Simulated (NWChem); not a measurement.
System: MgNH₃; SMILES [NH2][MgH]

Input file for NWChem:

```
start job
memory heap 200 mb stack 900 mb global 1100 mb
geometry units angstroms noautoz
  Mg     0.287233    -0.696774    -0.038591
  H      0.464550    -2.384756    -0.091440
  N      0.090652     1.180197     0.020102
  H     -0.776576     1.695630    -0.015497
  H      0.832226     1.860650     0.096834
end
basis spherical
  Mg library 6-31+g*
  H library 6-31+g*
  N library 6-31+g*
end
dft
  xc b3lyp
  iterations 150
end
tddft
  cis
  nroots 6
  notriplet
end
task tddft energy
```

All runs use the structure optimised with PBE0-D3(BJ)/def2-TZVP. B3LYP is NWChem's, with the RPA form of VWN correlation.

Vertical excitations in the gas phase.

Problem. Predict the main results of this run. (B3LYP/6-31+G* (spherical d), TDA.) Quantities: lowest excitation, singlet (eV); oscillator strength of that lowest state; lowest state with f > 0.02, singlet (eV); oscillator strength of that bright state; orbital gap (eV).

Solution. 
```
Property                                  Value
----------------------------------------  -----
lowest excitation, singlet (eV)            4.14
oscillator strength of that lowest state  0.079
lowest state with f > 0.02, singlet (eV)   4.14
oscillator strength of that bright state  0.079
orbital gap (eV)                           5.11
```
